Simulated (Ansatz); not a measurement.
Reaction (hydrogenolysis of a C–F bond): `FC1=CC(F)C1(F)F` + H₂ → `FC1=C[C@H](F)[C@H]1F` + H–F

Gas-phase electronic energies from Ansatz, PBE0-D4/def2-TZVP geometries. CBS: MP2 limit from def2 TZ/QZ plus the TZ coupled-cluster correction, frozen cores. This one scheme is used for every species. Functionals use def2-TZVPP.

| level | ΔE (kJ/mol) | difference from CCSD(T)/CBS |
| --- | --- | --- |
| r2SCAN0-D4 | -68.5 | 12.4 |
| ωB97M-V | -67.5 | 13.4 |
| PBE-QIDH | -78.1 | 2.8 |
| BLYP | -68.2 | 12.7 |
| PBE0 | -73.9 | 7.0 |
| r2SCAN0 | -69.1 | 11.8 |
| BHLYP | -76.0 | 4.9 |
| RPA@PBE/def2-TZVPP | -71.7 | 9.2 |
| HF/def2-QZVPP | -78.0 | 2.9 |
| HF/CBS(def2) | -78.1 | 2.8 |
| CCSD(T)/CBS | -80.9 | 0 |

Largest T1 diagnostic among the species: 0.012.

Leaving LDA and LC-ωPBE aside and taking each functional with its dispersion term where it has one, the values, not all of them listed here, spread over 17.3 kJ/mol, from PBE-QIDH to r2SCAN-D4. LDA lies +9.0 kJ/mol from PBE without D4. At CCSD(T), def2-SVP lies +21.9 kJ/mol from the extrapolated value and def2-TZVPP +4.7 kJ/mol.

CCSD(T)/CBS has its own doubt, a few kJ/mol and more with outer-core shells, so smaller differences from it don't rank the levels.
